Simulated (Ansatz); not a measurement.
# Strength of the N–Ge bond: C2H9GeN → C2H6N + GeH3

Species: C2H9GeN `C[N](C)[GeH3]`, singlet; C2H6N `C[N]C`, doublet; GeH3 `[GeH3]`, doublet. 

Shapes, held fixed at every level: PBE0-D4/def2-TZVP. Programs: Ansatz 0.2.0. The zero-point and thermal change to 298 K, harmonic and unscaled (PBE0-D4/def2-TZVP), is -15.5 kJ/mol.

Estimate ΔH(298 K) of this reaction.

The highest level, CCSD(T)/def2-TZVPP, gives ΔH(298 K) = +305.8 kJ/mol; the levels span +189.5 to +336.5. The column of differences is taken from that level and isn't an error. Hartree–Fock misses the correlation of the pair that is broken and comes out low. No measured value is set beside it here. Open shells run unrestricted. Relativity is left out for Ge. Outer-core shells of Ge are correlated in most correlated rows, in sets that cover them unevenly.

```tsv
level	kind	ΔH(298 K) (kJ/mol)	less CCSD(T)/def2-TZVPP
MP2/def2-TZVPP	perturbation theory	+336.5	+30.7
HF/def2-SVP	Hartree–Fock	+189.5	-116.3
PBE-D4/def2-TZVPP	GGA	+287.8	-18.0
wB97M-V/def2-TZVPP	range-separated hybrid	+299.4	-6.4
CCSD(T)/def2-SVP	coupled cluster or CI	+295.8	-10.0
CCSD/def2-SVP	coupled cluster or CI	+288.2	-17.6
CCSD/def2-TZVPP	coupled cluster or CI	+294.9	-10.9
CCSD(T)/def2-TZVPP	coupled cluster or CI	+305.8	0.0
```
